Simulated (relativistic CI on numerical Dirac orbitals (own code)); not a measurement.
N: calculation against measurement

Method of calculation: Dirac-Coulomb-Breit CI, orbitals from a KLI potential per configuration, model QED, valence Slater integrals scaled by 0.85, configuration energies shifted to the measured levels that pair with them (semi-empirical) (own radial code, finite nucleus).

CI space (outside the closed core 1s2): 2s2 2p3, 2s2 2p2 3s, 2s 2p4, 2s2 2p2 3p, 2s2 2p2 4s, 2s2 2p2 3d, 2p5, 2s2 2p2 4p, 2s2 2p2 4d, 2s2 2p2 4f, 2s2 2p 3s2, 2s2 2p 3s 3p. Levels of other configurations are missing.

```
Configuration  Term (tabulated)    J  Measured (cm⁻¹)  Computed  Error  Purity (%)
      2s2 2p3               4S°  3/2              0.0         0      0         100
      2s2 2p3               2D°  5/2          19224.5     19243     19         100
      2s2 2p3               2D°  3/2          19233.2     19252     19         100
      2s2 2p3               2P°  1/2          28838.9     26318  -2521          97
      2s2 2p3               2P°  3/2          28839.3     26317  -2522          97
   2s2 2p2 3s                4P  1/2          83284.1     83791    507          92
   2s2 2p2 3s                4P  3/2          83317.8     83830    512          92
   2s2 2p2 3s                4P  5/2          83364.6     83886    521          92
   2s2 2p2 3s                2P  1/2          86137.4     86136     -1         100
   2s2 2p2 3s                2P  3/2          86220.5     86221      0         100
       2s 2p4                4P  5/2          88107.3     88100     -7          90
       2s 2p4                4P  3/2          88151.2     88152      0          90
       2s 2p4                4P  1/2          88170.6     88176      6          91
   2s2 2p2 3p               2S°  1/2          93581.6     94154    572          99
   2s2 2p2 3p               4D°  1/2          94770.9     94906    135         100
   2s2 2p2 3p               4D°  3/2          94793.5     94928    135          99
   2s2 2p2 3p               4D°  5/2          94830.9     94966    135          99
   2s2 2p2 3p               4D°  7/2          94881.8     95018    137         100
   2s2 2p2 3p               4P°  1/2          95475.3     95474     -1         100
   2s2 2p2 3p               4P°  3/2          95493.7     95493      0         100
   2s2 2p2 3p               4P°  5/2          95532.1     95532      0         100
   2s2 2p2 3p               4S°  3/2          96750.8     97046    295          99
   2s2 2p2 3p               2D°  3/2          96787.7     96614   -174         100
   2s2 2p2 3p               2D°  5/2          96864.1     96692   -172         100
   2s2 2p2 3p               2P°  1/2          97770.2     97546   -224          98
   2s2 2p2 3p               2P°  3/2          97805.8     97582   -223          98
   2s2 2p2 3s                2D  5/2          99663.4     99520   -144         100
   2s2 2p2 3s                2D  3/2          99663.9     99520   -144         100
   2s2 2p2 4s                4P  1/2         103622.5    103622     -1          99
   2s2 2p2 4s                4P  3/2         103667.2    103667     -1          98
   2s2 2p2 4s                4P  5/2         103735.5    103735      0          98
   2s2 2p2 4s                2P  1/2         104144.8    104246    101          89
   2s2 2p2 4s                2P  3/2         104221.6    104312     90          80
   2s2 2p2 3d                2P  1/2         104654.0    104671     17          87
   2s2 2p2 3d                4F  5/2         104683.1    104666    -17          97
   2s2 2p2 3d                4F  7/2         104716.9    104700    -17          97
   2s2 2p2 3d                4F  9/2         104765.8    104749    -17         100
   2s2 2p2 3d                2F  5/2         104810.4    104846     36          94
   2s2 2p2 3d                2F  7/2         104881.4    104914     32          89
```

Measured levels from NIST Handbook of Basic Atomic Spectroscopic Data (Sansonetti and Martin, J. Phys. Chem. Ref. Data 34, 1559 (2005)); pairs were made by configuration, J and term (by order where the table uses no LS term), so strongly mixed levels may be paired wrongly.

Mean error by configuration (cm⁻¹): 2s2 2p3 -1251; 2s2 2p2 3s 179; 2s 2p4 0; 2s2 2p2 3p 47; 2s2 2p2 4s 38; 2s2 2p2 3d 6. Over the excited levels the mean absolute error is 249 cm⁻¹ (38 of the 40 excited levels that our extract of the source holds in range could be paired, and the others can miss by more), and the median relative error of those above 1,000 cm⁻¹ is 0.097 %, both after the shifts were fitted to these levels, so that a configuration with one level shows no error.

Transition probabilities of persistent lines. The last column rescales the computed rate by the cube of measured over computed energy:

```tsv
λ measured (Å)	Lower	Upper	A tabulated (s⁻¹)	A computed	A rescaled
1199.55 vacuum	2s2 2p3 4S°_3/2	2s2 2p2 3s 4P_5/2	4.07e+08	3.66e+08	3.59e+08
1200.22 vacuum	2s2 2p3 4S°_3/2	2s2 2p2 3s 4P_3/2	4.02e+08	3.58e+08	3.52e+08
1200.71 vacuum	2s2 2p3 4S°_3/2	2s2 2p2 3s 4P_1/2	4.00e+08	3.54e+08	3.48e+08
1243.18 vacuum	2s2 2p3 2D°_5/2	2s2 2p2 3s 2D_5/2	3.21e+08	2.52e+08	2.53e+08
1492.62 vacuum	2s2 2p3 2D°_5/2	2s2 2p2 3s 2P_3/2	3.13e+08	3.02e+08	3.03e+08
1742.73 vacuum	2s2 2p3 2P°_3/2	2s2 2p2 3s 2P_3/2	1.16e+08	1.56e+08	1.37e+08
7468.31 air	2s2 2p2 3s 4P_5/2	2s2 2p2 3p 4S°_3/2	1.93e+07	2.29e+07	2.41e+07
8680.28 air	2s2 2p2 3s 4P_5/2	2s2 2p2 3p 4D°_7/2	2.46e+07	2.76e+07	3.05e+07
8683.40 air	2s2 2p2 3s 4P_3/2	2s2 2p2 3p 4D°_5/2	1.80e+07	2.08e+07	2.30e+07
12469.62 air	2s2 2p2 3p 2D°_5/2	2s2 2p2 3d 2F_7/2	2.28e+07	2.50e+07	2.32e+07
```

Configurations whose levels could be paired with our table of measured levels were shifted onto them, all but the ground configuration, by the median error of their levels; single terms can still be off by 1,000 to 2,000 cm⁻¹ or more, and rates follow the energies as ν³ (E1, M1) or ν⁵ (E2). The others borrow a shift and can be off by several thousand cm⁻¹ or more. The fine structure of a lone outer electron comes out too small, for d and f at times inverted, and misplaced configurations move strength between like terms. 38 of the 40 excited levels that our extract of the measured tables holds in this range could be paired (the sources list more); they are missed by 249 cm⁻¹ on average and 2522 at most, after the shifts were fitted to these levels, and levels without a partner can miss by more.

Shifts applied (cm⁻¹): 2s2 2p3 0; 2s2 2p2 3s 672; 2s 2p4 -5807; 2s2 2p2 3p 751; 2s2 2p2 4s 198; 2s2 2p2 3d 961.
